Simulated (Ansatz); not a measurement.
Calculated with Ansatz (gas phase, PBE0-D4/def2-TZVP geometries, no zero-point term in ΔE). CCSD(T)/CBS is the MP2 limit (def2-TZVPP, def2-QZVPP) plus CCSD(T) − MP2 in def2-TZVPP, frozen cores. This one scheme is used for every species. For Se outer-core shells are correlated without core-valence functions, which leaves a few kJ/mol of doubt a bond. Scalar relativity is left out up to krypton. One conformer a species, not always the lowest.

`C[Se][Se]C` + SiH₄ → `C[Se][Se][SiH3]` + CH₄  (formal exchange of groups at the Se–C bond)

| species | HF/CBS(def2) energy (Eh) |
| --- | --- |
| `C[Se][Se]C` | -4879.07237 |
| SiH₄ | -291.26912 |
| `C[Se][Se][SiH3]` | -5130.16309 |
| CH₄ | -40.21695 |

(1) Work out ΔE.

Largest T1 diagnostic among the species: 0.011.

Answers

(1) ΔE = (-5130.16309) + (-40.21695) − (-4879.07237) − (-291.26912) = -0.03855 Eh = -101.2 kJ/mol. CCSD(T)/CBS gives -108.8 kJ/mol.

The D4 term adds −4.7 kJ/mol with B3LYP and −2.6 kJ/mol with PBE0; it sums over pairs of atoms, weighted by their polarisabilities, and B3LYP, whose exchange is more repulsive, gets the larger term. From PBE to PBE0 (25 % exact exchange), in def2-TZVPP and without D4, ΔE moves by −3.2 kJ/mol.

B3LYP here is the variant with VWN-RPA as its local correlation; programs differ in this.
